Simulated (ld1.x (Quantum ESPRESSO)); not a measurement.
**What the settings do to the PAW potential of silicon**

Base potential:

* Element: Si (Z = 14)
* Generator: ld1.x (Quantum ESPRESSO) 7.5
* Type: PAW
* Functional: BP86
* Relativity: scalar-relativistic
* Frozen core: [Ne]
* Valence charge: 4
* Reference configuration: 3s2 3p2
* Partial waves: 3s (bound): rcut 1.55, rcutus 2.00 bohr; 3s channel at 1.95 Ry: rcut 1.55, rcutus 2.00 bohr; 3p (bound): rcut 1.90, rcutus 2.15 bohr; 3p channel at 0.1 Ry: rcut 1.90, rcutus 2.15 bohr
* Local potential: all-electron potential smoothed inside 2.10 bohr (lloc = -1)
* Core correction: Bessel-smoothed model core, default radius (core density twice the valence density)
* Augmentation charge: PSQ, radius 1.60 bohr

All-electron outer shells of the reference configuration (BP86, scalar-relativistic, ld1.x):

```csv
shell,level (eV),outermost node (bohr),outermost maximum (bohr)
2s,-139.66,0.15,0.45
2p,-95.71,–,0.39
3s,-10.92,0.72,1.77
3p,-4.18,0.72,2.14
```

Cutoffs, loose and tight: the cutoffs (Ry, on a coarse ladder) from which the occupation-weighted sum of valence levels, in a spherical-Bessel basis at the reference potential, stays within 10 and 1 mRy of its value at 400 Ry. They do not see the model core or the augmentation charge, which bear on the density cutoff. Test errors are all-electron minus pseudo excitation energies from the reference, over the configurations 3s2 3p1; 3s2 3p0; 3s1 3p0; 3s2 3p2.3; 3s1 3p2; 3s0 3p4; 3s2 3p1.5. A dash means not determined; rows that change the core or the reference have their own tests.

| change | outcome | cutoff, loose | cutoff, tight | bound ghosts | largest test error (meV) |
| --- | --- | --- | --- | --- | --- |
| base | generated | 8 Ry | 15 Ry | none | -65 |
| wave 3s channel at 1.95 Ry: rcut 1.55, rcutus 2.00 bohr becomes 3s channel at 0.77 Ry: rcut 1.55, rcutus 2.00 bohr | generated | 8 Ry | 15 Ry | none | -65 |
| local potential all-electron potential smoothed inside 2.22 bohr (lloc = -1) | generated | 8 Ry | 15 Ry | none | -65 |
| non-relativistic | generated | 8 Ry | 15 Ry | none | -63 |
| augmentation PSQ, inside the norm-conserving radii | generated | 8 Ry | 15 Ry | none | -65 |

Q: What comes out with this change to the base: type ultrasoft; local potential all-electron potential smoothed inside 2.00 bohr (lloc = -1); augmentation PSQ, inside the norm-conserving radii?

A: outcome: generated; cutoff, loose: 8 Ry; cutoff, tight: 15 Ry; bound ghosts: none; largest test error (meV): -19.

Q: What comes out with this change to the base: all radii but the core radius scaled by about 1.08 (s 2.16, p 2.32 bohr, rcut 1.68/2.06); local potential all-electron potential smoothed inside 2.28 bohr (lloc = -1); augmentation PSQ, radius 1.74 bohr?

A: outcome: generated; cutoff, loose: 8 Ry; cutoff, tight: 12 Ry; bound ghosts: none; largest test error (meV): -64.
